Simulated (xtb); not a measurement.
H4P, SMILES [PH4+], charge +1. All values are semi-empirical tight-binding results from xtb (GFN2-xTB unless named), good for trends rather than for accurate numbers. Geometry: GFN2-xTB. The isomer is the one that the SMILES or the coordinates give; other isomers of the formula were not compared.

Computed properties:
```yaml
point_group_as_xtb_finds_it: Td
orbital_gap: 8.49 eV
zero_point_energy: 20.6 kcal/mol
G − E(el) at 298.15 K (modified RRHO): 8.6 kcal/mol
static polarisability (D4 model): 28.9 bohr³
solvation energy, GFN2-xTB/ALPB(water): -67.3 kcal/mol
solvation energy, GFN2-xTB/ALPB(dmso): -61.7 kcal/mol
```
